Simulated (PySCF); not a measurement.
Isomers of C5H10N2, one conformer each; single-point electronic energies without zero-point terms and without any empirical dispersion term.

Level: PBE0/pcSseg-1 in PySCF, non-relativistic, each on one gas-phase PBE0-D3(BJ)/def2-SVP geometry that isn't relaxed in the solvent. The solvent is an IEF-PCM continuum (van der Waals radii × 1.2). Specific hydrogen bonds and non-electrostatic terms are outside this model.

```json
{"isomer": "`C1[C@@H](NC)C=NC1`", "relative energy, gas (kJ/mol)": "0.0", "dipole (D)": "1.55"}
{"isomer": "`C=N/N=C(\\C)CC`", "relative energy, gas (kJ/mol)": "63.1", "dipole (D)": "2.04"}
```

How do the relative energies look in chloroform (ε = 4.711)?

```tsv
isomer	relative energy, solvent (kJ/mol)	E(solvent) − E(gas) (kJ/mol)	dipole in solvent (D)
`C1[C@@H](NC)C=NC1`	0.0	-19.5	1.87
`C=N/N=C(\C)CC`	67.3	-15.3	2.58
```

The order is unchanged. Conformers: `[CH3:1][NH:2][C@H:3]1[CH:4]=[N:5][CH2:6][CH2:7]1` with C1–N2–C3–C4 77°; `[CH2:1]=[N:2]/[N:3]=[C:4](\[CH3:5])[CH2:6][CH3:7]` with C1–N2–N3–C4 -116°, N3–C4–C6–C7 109°. `C1[C@@H](NC)C=NC1` gains most from the continuum, while `C=N/N=C(\C)CC` has the largest gas-phase dipole. The gains span 4.2 kJ/mol, the gas-phase energies 63.1 kJ/mol.
